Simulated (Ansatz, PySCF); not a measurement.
SiFI₃, SMILES F[Si](I)(I)I.

Geometry optimised at B3LYP-D3(BJ)/def2-SVP. The def2 effective core potentials stand for the cores of I; spin–orbit coupling is left out.

Vertical ionisation energy (IE) and electron affinity (EA) in eV. Rows of orbital energies are one-electron estimates. Where ΔSCF, EOM or ADC give a negative EA the extra electron is unbound and the value depends on the basis.

```
level                                                                        IE          EA
-------------------------------------------------------------------  ----------  ----------
−ε(HOMO), −ε(LUMO), HF/def2-TZVP (PySCF)                                  10.29       -0.79
−ε(HOMO), −ε(LUMO), PBE/def2-TZVP (PySCF)                                  6.69        3.18
ΔSCF, PBE0/def2-SVPD (Ansatz), final states of multiplicity 2 and 2  (withheld)  (withheld)
ΔSCF, PBE/def2-SVPD (Ansatz), final states of multiplicity 2 and 2         9.08        1.17
```

What belongs in the gaps? (Estimate from the structure and the level; the computed values follow.)


- ΔSCF, PBE0/def2-SVPD (Ansatz, a quantum-chemistry and plane-wave program), final states of multiplicity 2 and 2, IE: 9.54
- ΔSCF, PBE0/def2-SVPD (Ansatz), final states of multiplicity 2 and 2, EA: 1.12

What vertical singlet–triplet gap does ΔSCF give with PBE0/def2-SVPD (Ansatz) and with PBE/def2-SVPD (Ansatz)? (The exact figures need the calculation; the answer reports its results.)

3.84 and 3.40 eV (triplet above singlet where positive).
